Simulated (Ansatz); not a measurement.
Species: H₃Al with one electron removed (charge 1, multiplicity 2), formula H$_{3}$Al.

Question: How many basis functions does frozen-core CCSD(T)/def2-TZVPP // PBE0-D3(BJ)/def2-TZVP run with Ansatz (a first-principles code) use, how many core orbitals are frozen, and how many electrons are correlated?

Answer: 84 basis functions and 5 frozen orbitals, which leaves 5 correlated electrons. Core time is of the order of seconds.
